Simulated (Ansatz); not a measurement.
Isolated molecules relaxed with PBE0-D4/def2-TZVP in Ansatz; ΔE leaves out vibrations. CBS: MP2 limit from def2 TZ/QZ plus the TZ coupled-cluster correction, frozen cores. DFT in def2-TZVPP. Each species was taken in one conformer, which may not be the lowest.

Consider the formal exchange of groups at a C–B bond: `CNB(S)C=O` + `C[SiH](O)Cl` → `O=CC[SiH](O)Cl` + `CNBS`.

`CNB(S)C=O`:

```xyz
12

C     1.665   -0.905    0.513
N     0.794    0.127    0.005
B    -0.592    0.106   -0.089
S    -1.629   -1.274    0.425
C    -1.302    1.403   -0.698
O    -2.494    1.524   -0.842
H     1.076   -1.781    0.784
H     2.204   -0.570    1.404
H     2.399   -1.210   -0.238
H     1.273    0.957   -0.310
H    -2.754   -0.629    0.057
H    -0.641    2.252   -1.010
```

`C[SiH](O)Cl`:

Cartesian coordinates in Å:
```
C 0.661 0.849 -0.505
Si -0.426 -0.591 -0.087
O -1.379 -0.325 1.217
Cl 0.801 -2.215 0.263
H 1.252 0.635 -1.398
H 0.053 1.738 -0.695
H 1.352 1.070 0.312
H -1.351 -0.950 -1.180
H -0.963 -0.212 2.073
```

`O=CC[SiH](O)Cl`:

Cartesian coordinates in Å:
```
O -1.792 0.477 1.967
C -1.635 0.372 0.780
C -0.682 -0.584 0.144
Si 0.970 0.204 -0.229
O 1.836 -0.936 -1.011
Cl 0.682 1.853 -1.426
H -2.196 1.020 0.076
H -0.489 -1.424 0.817
H -1.074 -0.951 -0.810
H 1.653 0.694 0.988
H 2.727 -0.726 -1.296
```

`CNBS`:

Cartesian coordinates in Å:
```
C 0.960 -0.327 1.189
N 0.250 0.461 0.209
B -0.636 -0.031 -0.742
S -1.445 1.112 -1.904
H 2.044 -0.238 1.068
H 0.705 -0.026 2.210
H 0.690 -1.376 1.067
H 0.444 1.449 0.255
H -0.863 -1.202 -0.794
H -2.148 0.179 -2.559
```

```
             level  ΔE (eV)
         r2SCAN-D4     0.20
CCSD(T)/def2-TZVPP     0.18
SCS-MP2/def2-QZVPP     0.17
     MP2/CBS(def2)     0.19
```

Question: What does CCSD(T)/CBS give? (Estimate.)

Answer: The calculation gave: +0.20 eV. The listed levels differ from it by 0.00, -0.02, -0.03, -0.01 eV.

Largest T1 diagnostic among the species: 0.015.

From PBE to PBE0 (25 % exact exchange), in def2-TZVPP and without D4, ΔE moves by −0.04 eV. In def2-TZVPP, CCSD(T) changes the Hartree–Fock value by +0.14 eV (the triples alone add +0.02 eV) and MP2 by +0.14 eV.
